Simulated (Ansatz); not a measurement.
Consider the formal exchange of groups at a Ge–C bond: `[GeH3][C]#[C][GeH3]` + `[Cl][InH][Cl]` → `[Cl][In]([Cl])[GeH3]` + `C#[C][GeH3]`.

Program: Ansatz. Geometries: PBE0-D4/def2-TZVP. ΔE: electronic, gas phase. CBS: MP2 limit from def2 TZ/QZ plus the TZ coupled-cluster correction, frozen cores. DFT in def2-TZVPP. Elements past krypton have def2 core potentials. For Ge, In outer-core shells are correlated without core-valence functions, which leaves a few kJ/mol of doubt a bond. Scalar relativity is left out up to krypton.

| level | ΔE (kJ/mol) |
| --- | --- |
| LDA (SPW92) | -51.5 |
| BLYP | -55.5 |

(1) What does CCSD(T)/CBS give? (Estimate.)

Largest T1 diagnostic among the species: 0.013.

## Answers

(1) Computed: -49.3 kJ/mol. The listed levels differ from it by -2.2, -6.2 kJ/mol.

In def2-TZVPP, CCSD(T) changes the Hartree–Fock value by −3.3 kJ/mol (the triples alone add +0.8 kJ/mol) and MP2 by −5.3 kJ/mol. From PBE to PBE0 (25 % exact exchange), in def2-TZVPP and without D4, ΔE moves by +3.2 kJ/mol. Leaving LDA and LC-ωPBE aside and taking each functional with its dispersion term where it has one, the values, not all of them listed here, spread over 18.9 kJ/mol, from BLYP-D4 to B97M-V.
